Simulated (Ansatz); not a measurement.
A nudged elastic band was laid between two geometries of ClFH4NO2Ta + H2 (12 atoms, charge 0, multiplicity 1).

The calculation used RKS PBE-D4/def2-SVP in Ansatz.

```
movable images  : 9
climbing image  : yes
spring          : 5.0 eV/Å²
optimiser       : quadratic models (default)
start path      : through a guess of the saddle point
force threshold : 0.05 eV/Å
iteration limit : 60
end points      : relaxed
```

First end point:

```xyz
12
Properties=species:S:1:pos:R:3
Ta -0.226 -0.338 0.255
Cl 2.130 -0.432 0.253
O -0.382 -0.523 2.130
H -0.470 -0.615 3.088
F -0.216 -0.032 -1.643
N -1.115 1.428 0.323
H -1.438 1.902 1.170
H -1.335 1.965 -0.522
O -1.298 -1.899 -0.095
H -1.654 -2.072 -0.986
H 2.206 3.238 0.725
H 2.274 2.483 0.597
```

Last end point:

```xyz
12
Properties=species:S:1:pos:R:3
Ta -0.204 -0.312 0.039
Cl 2.151 -0.488 0.248
O -0.411 -0.552 1.921
H -0.180 -0.398 2.849
F 0.071 0.272 -1.758
N -1.191 1.395 0.226
H -1.616 1.746 1.087
H -1.326 2.039 -0.561
O -1.236 -1.834 -0.468
H -1.983 -2.283 -0.037
H 2.143 3.131 0.964
H 2.257 2.391 0.784
```

Task: What changes between the two ends?

Result: No bond is made or broken.

Task: Give the energies along the band, and the barrier.

Result: It converged. The highest image is number 3 of 0 to 10, 1.0 kcal/mol above the first end and 0.0 kcal/mol above the last; the last end lies 1.0 kcal/mol above the first. A structure lower than the last end lies on the path between it and the top, so the climb from that side starts below the end, which may itself be a saddle point or a shallow side well. The top lies less than 8 meV above the higher end, about what the thresholds resolve: that end is a shoulder or a very shallow well. A vibrational analysis at the climbing image gives one clearly imaginary mode, 56i cm⁻¹: a first-order saddle point.

```
image  path coordinate (Å)  energy (kcal/mol)
    0                 0.00                0.0
    1                 0.51                0.2
    2                 1.02                0.7
    3                 1.53                1.0
    4                 1.84                0.9
    5                 2.14                0.8
    6                 2.45                0.5
    7                 2.76                0.7
    8                 3.07                0.9
    9                 3.38                1.0
   10                 3.69                1.0
```

Task: What is the geometry of the highest image?

Result: 
```xyz
12
Properties=species:S:1:pos:R:3:forces:R:3
Ta -0.179 -0.329 0.092 -0.01 0.00 0.02
Cl 2.173 -0.532 0.333 0.00 0.00 0.00
O -0.408 -0.574 1.974 0.01 0.01 0.00
H -0.152 -0.354 2.882 -0.01 -0.01 0.00
F 0.147 0.339 -1.670 0.00 0.00 -0.01
N -1.201 1.356 0.286 0.00 0.01 -0.01
H -1.632 1.696 1.149 0.00 0.00 0.00
H -1.299 2.025 -0.484 0.00 0.00 0.00
O -1.179 -1.848 -0.463 0.00 0.01 0.01
H -2.074 -2.183 -0.291 0.00 0.00 0.00
H 2.056 3.126 0.800 0.00 0.00 0.00
H 2.225 2.384 0.688 0.00 0.00 0.00
```

The band took 42 iterations and of the order of 40 core-minutes.

The run took 10 min on 4 threads of Arm Neoverse V2 (shared host), peak memory 0.2 GiB.
